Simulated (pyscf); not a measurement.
Single points on ωB97X-D3(BJ)/def2-SVP structures (PySCF, gas phase).

Question: PBE/def2-TZVP puts the barrier of F–SiH(F)–SiH₂• -> F–SiH•–SiH₂–F (group migration; doublet surface; F–Si broken, F–Si formed) at 162.0 kJ/mol and the reaction energy at +37.7 kJ/mol, from the reactant's lowest minimum found. What do B3LYP-D3(BJ)/def2-TZVP, M06-2X/def2-TZVP, ωB97M-D3(BJ)/def2-TZVP give on the same structures?

Answer: B3LYP-D3(BJ): ΔE‡ = 177.8 kJ/mol, ΔE = +36.7 kJ/mol; M06-2X: ΔE‡ = 186.8 kJ/mol, ΔE = +42.3 kJ/mol; ωB97M-D3(BJ): ΔE‡ = 176.8 kJ/mol, ΔE = +40.8 kJ/mol. PBE's barrier lies under all of them, by 14.7 to 24.8 kJ/mol. Its reaction energy lies among theirs. Low barriers are usual for a GGA, whose delocalisation error favours stretched bonds. One saddle was located; it need not be the lowest between these sides.
